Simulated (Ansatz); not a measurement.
C$_{3}$H$_{9}$FInN (`CC(C)[NH][InH][F]`), relaxed with RKS PBE0-D4/def2-TZVP in Ansatz from a GFN2-xTB geometry. The force threshold is 0.005 eV/Å; the program also tests the step.

The species carries charge 0 and has multiplicity 1. In takes the def2 core potential.

Start:

```xyz
15

C     1.376   -0.442   -0.721
C     0.378    0.683   -0.445
C    -0.906    0.472   -1.237
N     0.052    0.835    0.956
In   -1.034   -0.677    1.886
F    -0.324   -0.861    3.715
H     1.629   -0.486   -1.778
H     0.933   -1.401   -0.423
H     2.291   -0.291   -0.148
H     0.835    1.632   -0.766
H    -1.317   -0.513   -0.999
H    -1.634    1.232   -0.957
H    -0.720    0.530   -2.306
H     0.910    0.880    1.507
H    -2.470   -1.593    1.717
```

| step | energy (eV) | largest force (eV/Å) | largest move (Å) |
| --- | --- | --- | --- |
| 1 | -12634.3183 | 0.962 | 0.000 |
| 2 | -12634.3994 | 0.545 | 0.086 |
| 3 | -12634.4228 | 0.387 | 0.077 |
| 4 | -12634.4362 | 0.177 | 0.125 |
| 5 | -12634.4428 | 0.279 | 0.184 |
| 6 | -12634.4455 | 0.173 | 0.026 |
| 7 | -12634.4476 | 0.045 | 0.042 |
| 8 | -12634.4485 | 0.032 | 0.054 |
| 9 | -12634.4496 | 0.113 | 0.143 |
| 10 | -12634.4505 | 0.084 | 0.034 |
| 11 | -12634.4515 | 0.038 | 0.071 |
| 12 | -12634.4518 | 0.039 | 0.088 |
| 13 | -12634.4520 | 0.041 | 0.043 |
| 14 | -12634.4521 | 0.017 | 0.014 |
| 15 | -12634.4522 | 0.009 | 0.009 |
| 16 | -12634.4522 | 0.006 | 0.011 |
| 17 | -12634.4522 | 0.004 | 0.010 |
| 18 | -12634.4522 | 0.003 | 0.006 |

End:

```xyz
15

C     1.529   -0.307   -0.939
C     0.400    0.558   -0.394
C    -0.894    0.292   -1.137
N     0.215    0.366    1.028
In   -1.281   -0.486    2.024
F    -0.611   -0.585    3.868
H     1.710   -0.102   -1.998
H     1.281   -1.367   -0.827
H     2.459   -0.120   -0.397
H     0.670    1.611   -0.575
H    -1.197   -0.756   -1.020
H    -1.701    0.931   -0.768
H    -0.779    0.481   -2.206
H     1.055    0.516    1.566
H    -2.856   -1.032    1.775
```

Run time 58 s (2 threads of an AMD EPYC 7R13 on a shared host and a share of an NVIDIA H100 80 GB); peak host memory 0.95 GiB.
